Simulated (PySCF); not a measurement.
## Polarisability and C₆ of Mn (manganese, neutral)

[Ar] 3d5 4s2, high-spin 6S determinant. Computed with PySCF 2.14 in aug-cc-pwCVTZ, with no relativity, point nucleus. Coupled (time-dependent) response in atomic units; α is the mean over directions.

```json
{"method": "UHF", "mean α (bohr³)": "106.2", "C₆ (like pair)": "1056", "S(−4)": "16570"}
{"method": "PBE", "mean α (bohr³)": "75.68", "C₆ (like pair)": "719.9", "S(−4)": "3623"}
```

S(−4) is the Cauchy moment in α(ω) = α(0) + S(−4) ω² + …

Reference α: 68 ± 9 bohr³ (recommended; Schwerdtfeger and Nagle, table of static dipole polarizabilities (2023 update)). Published C₆: 552.0 (Chu and Dalgarno (2004); Tang, Norbeck and Certain (1976)).

Hartree-Fock lies above the reference because it lacks correlation, which contracts the outer shell.

α(iu) at PBE:

```
u (hartree)  α(iu) (bohr³)
          0          75.68
     0.0500          67.94
      0.100          53.39
      0.200          30.92
      0.300          19.36
      0.500          9.899
      0.750          5.761
       1.00          3.945
       1.50          2.315
       2.00          1.574
       3.00         0.8899
       5.00         0.4094
```

A single London oscillator, α(iu) = α/(1 + u²/ω²), gives C₆ = (3/4) ω α². Matching the computed C₆ needs ω = 4 × 719.9 / (3 × 75.68²) = 0.168 hartree.
